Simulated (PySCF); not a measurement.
# Polarisability and C₆ of P (phosphorus, neutral)

[Ne] 3s2 3p3, high-spin 4S determinant. All numbers are calculated (PySCF 2.14, the non-relativistic Hamiltonian (point nucleus), in aug-cc-pV(T+d)Z). Coupled (time-dependent) response in atomic units; α is the mean over directions.

```tsv
method	mean α (bohr³)	C₆ (like pair)	S(−4)
UHF	25.41	188.5	192.8
PBE	27.32	204.9	245.5
PBE0	26.29	195.6	217.5
revPBE	27.24	204.5	242.3
TPSS	26.63	200.7	222.6
```

S(−4) is the Cauchy moment in α(ω) = α(0) + S(−4) ω² + …

Reference α: 25 ± 1 bohr³ (recommended; Schwerdtfeger and Nagle, table of static dipole polarizabilities (2023 update)). Published C₆: 185.0 (Chu and Dalgarno (2004); Tang, Norbeck and Certain (1976)).

α(iu) at PBE0:

```json
{"u (hartree)": "0", "α(iu) (bohr³)": "26.29"}
{"u (hartree)": "0.0500", "α(iu) (bohr³)": "25.77"}
{"u (hartree)": "0.100", "α(iu) (bohr³)": "24.33"}
{"u (hartree)": "0.200", "α(iu) (bohr³)": "20.09"}
{"u (hartree)": "0.300", "α(iu) (bohr³)": "15.82"}
{"u (hartree)": "0.500", "α(iu) (bohr³)": "9.706"}
{"u (hartree)": "0.750", "α(iu) (bohr³)": "5.699"}
{"u (hartree)": "1.00", "α(iu) (bohr³)": "3.678"}
{"u (hartree)": "1.50", "α(iu) (bohr³)": "1.885"}
{"u (hartree)": "2.00", "α(iu) (bohr³)": "1.156"}
{"u (hartree)": "3.00", "α(iu) (bohr³)": "0.5840"}
{"u (hartree)": "5.00", "α(iu) (bohr³)": "0.2562"}
```

A single London oscillator, α(iu) = α/(1 + u²/ω²), gives C₆ = (3/4) ω α². Matching the computed C₆ needs ω = 4 × 195.6 / (3 × 26.29²) = 0.377 hartree.
